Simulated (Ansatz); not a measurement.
Basis-set extrapolation for `[CH3][Al]([OH])[O][SiH3]` (PBE0-D4/def2-TZVP geometry, frozen core, Ansatz 0.2.0). Multiplicity 1, RHF reference.

```
                      def2-TZVPP   def2-QZVPP
                 HF  -722.809250  -722.835892
    MP2 correlation    -0.856798    -0.922593
CCSD(T) correlation    -0.928196      not run
```

Energies in hartree. Use E(X) = E(∞) + A·exp(−7.88·√X) for Hartree–Fock and E(X) = E(∞) + B·X^(−2.97) for correlation, with X = 3 and 4, and add CCSD(T) minus MP2 of the smaller set to the MP2 limit.

Task: What is the CCSD(T) energy at the basis-set limit?

Result: HF limit: -722.835892 + (-0.026642) × 0.13774 = -722.83956. MP2 limit: -0.922593 + (-0.065795) × 0.74074 = -0.97133. Higher-order term: -0.928196 − (-0.856798) = -0.07140. Total: -723.88229 hartree, 90.9 kcal/mol below CCSD(T)/def2-TZVPP.
